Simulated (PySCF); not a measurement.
Species: C₄H₈N₂O₂SSi.
Numbering: `[CH3:1][S:2](=[O:3])(=[O:4])[c:5]1[cH:6][n:7][cH:8][n:9]1[SiH3:10]`

Probes without a nucleus sit at each ring's centroid and 1 Å off its mean plane on both sides; NICS is minus the shielding there, NICSzz its component along the normal. Level: GIAO KT3/pcSseg-1 (PySCF, non-relativistic, gas phase) on the PBE0-D3(BJ)/def2-SVP geometry, one conformer.

Ring bond lengths (Å): C5–C6 1.377, C6–N7 1.359, N7–C8 1.313, C8–N9 1.365, N9–C5 1.381.

Question: What do the NICS probes read (ppm)?

Answer: 
```tsv
ring	type	NICS(0)	NICS(1), two faces	NICS(1)zz, two faces	rms pucker (Å)	centre to ring atoms, mean (Å)
C5–C6–N7–C8–N9	5-membered ring with 2 N; formal bonds all aromatic	-12.1	-10.9 / -10.8	-28.0 / -27.5	0.00	1.16
```

Question: What can be read from them?

Answer: 
- C5–C6–N7–C8–N9: mean NICS(1)zz -27.8 ppm, shielded. For a flat ring without four-coordinate atoms the NICS criterion counts such a value as aromatic.

Question: How equal are the bonds by HOMA? Use HOMA with the parameters of Krygowski (1993).

Answer: 
- C5–C6–N7–C8–N9: HOMA 0.91; the largest term is that of N9–C5, α(R − Ropt)² = 0.21. The geometric and the magnetic index point the same way.

Question: What is the mean of the two in-plane components of NICS at the first NICS(1) probe listed for ring C5–C6–N7–C8–N9, 1 Å off the ring?

Answer: The isotropic value is a third of the trace: (3 × -10.9 − (-28.0))/2 = -2.4 ppm.

Question: Give the inner angles of the rings.

Answer: 
- C5–C6–N7–C8–N9: C5 107.2°, C6 109.5°, N7 105.5°, C8 113.5°, N9 104.3°; sum 540.0° against 540° for a flat convex ring.

Question: What are the shieldings of the ring atoms and their hydrogens in the same run (means over atoms taken as equivalent)?

Answer: 
```json
{"atoms": "C5", "environment": "substituted aromatic carbon", "σ isotropic (ppm)": "55.2"}
{"atoms": "C6", "environment": "aromatic CH next to a ring nitrogen", "σ isotropic (ppm)": "53.8"}
{"atoms": "N7", "environment": "pyridine-type nitrogen", "σ isotropic (ppm)": "-32.0"}
{"atoms": "C8", "environment": "aromatic CH next to a ring nitrogen", "σ isotropic (ppm)": "46.1"}
{"atoms": "N9", "environment": "pyrrole-type nitrogen", "σ isotropic (ppm)": "81.0"}
{"atoms": "H on C6", "environment": "aromatic hydrogen", "σ isotropic (ppm)": "23.85"}
{"atoms": "H on C8", "environment": "aromatic hydrogen", "σ isotropic (ppm)": "24.06"}
```

Question: How do the values depend on the level or the medium?

Answer: 
```tsv
level	NICS(0), C5–C6–N7–C8–N9	mean NICS(1)zz, C5–C6–N7–C8–N9
KT3/pcSseg-1, gas	-12.1	-27.8
PBE0/pcSseg-1, gas	-12.0	-28.5
```

The geometry is the same throughout.

The values belong to the conformer `[CH3:1][S:2](=[O:3])(=[O:4])[c:5]1[cH:6][n:7][cH:8][n:9]1[SiH3:10]`: C1–S2–C5–C6 83°.
